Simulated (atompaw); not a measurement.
# Pseudopotential generation for O (Z = 8): PAW (atompaw), PBE, scalar-relativistic.

```
Element                 : O (Z = 8)
Generator               : atompaw 4.2.0.5
Type                    : PAW
Functional              : PBE
Relativity              : scalar-relativistic
Frozen core             : [He]
Valence charge          : 6
Reference configuration : 2s2 2p4
Partial waves           : 2s (bound): rc 2.15 bohr; 2s channel at -1 Ry: rc 0.65 bohr; 2p (bound): rc 2.15 bohr; 2p channel at -0.15 Ry: rc 2.15 bohr
Local potential         : vpsmatchnc scheme with l = 2 at 1 Ry, radius 1.60 bohr
Core correction         : smooth core density matched at 1.10 bohr
Augmentation charge     : besselshape compensation charge, radius 2.05 bohr; PAW radius 2.15 bohr; waves and projectors: custom rrkj gramschmidtortho
```

All-electron outer shells of the reference configuration (PBE, scalar-relativistic, ld1.x):

```csv
shell,level (eV),outermost node (bohr),outermost maximum (bohr)
1s,-514.70,–,0.13
2s,-23.96,0.28,0.87
2p,-9.03,–,0.82
```

What the tests gave:

- Cutoffs needed: 15 Ry and 18 Ry (the cutoffs (Ry, on a coarse ladder) from which the occupation-weighted sum of valence levels, in a spherical-Bessel basis at the reference potential, stays within 10 and 1 mRy of its value at 400 Ry)
- Ghost test: no extra level below or beside the all-electron valence levels (s, p, d, f tested) (spherical-Bessel basis up to 400 Ry, 20 bohr box)
- Lowest eigenvalue of the overlap operator: 0.17 (s channel)
- Overlap eigenvalues printed by atompaw (projector basis): 0.101, 0.754, 41, 45.3
- Share of each valence orbital outside the PAW sphere: 2s 5 %, 2p 11 %

Generation and tests took about 1.9 s on one core of a shared server CPU.
